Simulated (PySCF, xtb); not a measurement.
H₅Sn, SMILES [SnH5-], charge -1.

GFN2-xTB (xtb 6.7.1) at its own geometry gives an orbital gap of 4.11 eV.

The structure is a stationary point at B3LYP-D3(BJ)/def2-TZVPD. The def2 effective core potentials stand for the cores of Sn; spin–orbit coupling is left out.

Problem. What does PySCF with r2SCAN/def2-TZVPD give? (An estimate is asked for; the answer gives what the named calculation found.)

Solution. gap 3.22 eV (levels 0.40 and 3.63 eV).
